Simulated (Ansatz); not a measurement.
`[NH2][GeH2][O][SiH](N)Cl`, relaxed with RKS PBE0-D4/def2-TZVP in the Gaussian-basis code of Ansatz from a GFN2-xTB geometry. The force threshold is 0.005 eV/Å; the program also tests the step.

Charge 0, multiplicity 1.

Start:

```xyz
13

N     0.162   -2.252    0.679
Ge    0.527   -1.490   -0.904
O     0.658    0.267   -0.822
Si    0.320    1.587    0.031
N    -1.383    1.689    0.255
Cl    1.068    1.454    1.892
H    -0.756   -2.084    1.067
H     0.843   -2.116    1.416
H    -0.599   -1.753   -1.856
H     1.883   -1.905   -1.375
H     1.011    2.639   -0.699
H    -1.978    1.561   -0.546
H    -1.756    2.402    0.860
```

| step | energy (eV) | largest force (eV/Å) | largest move (Å) |
| --- | --- | --- | --- |
| 1 | -82047.3151 | 1.072 | 0.000 |
| 2 | -82047.4181 | 0.314 | 0.099 |
| 3 | -82047.4311 | 0.203 | 0.064 |
| 4 | -82047.4410 | 0.112 | 0.070 |
| 5 | -82047.4564 | 0.327 | 0.195 |
| 6 | -82047.4627 | 0.332 | 0.108 |
| 7 | -82047.4680 | 0.175 | 0.105 |
| 8 | -82047.4683 | 0.148 | 0.062 |
| 9 | -82047.4710 | 0.126 | 0.077 |
| 10 | -82047.4727 | 0.096 | 0.025 |
| 11 | -82047.4733 | 0.037 | 0.026 |
| 12 | -82047.4735 | 0.017 | 0.011 |
| 13 | -82047.4735 | 0.007 | 0.007 |
| 14 | -82047.4735 | 0.003 | 0.005 |

End:

```xyz
13

N    -0.006   -1.995    0.721
Ge    0.522   -1.430   -0.925
O     0.921    0.327   -0.975
Si    0.386    1.518   -0.029
N    -1.301    1.366    0.219
Cl    1.185    1.439    1.873
H    -0.826   -1.514    1.066
H     0.714   -1.956    1.429
H    -0.635   -1.621   -1.913
H     1.821   -2.137   -1.318
H     0.856    2.787   -0.621
H    -1.924    1.444   -0.570
H    -1.713    1.773    1.045
```

Hardware: 2 threads of an AMD EPYC 7R13 on a shared host and a share of an NVIDIA H100 80 GB. Wall time 47 s, peak host memory 0.95 GiB.
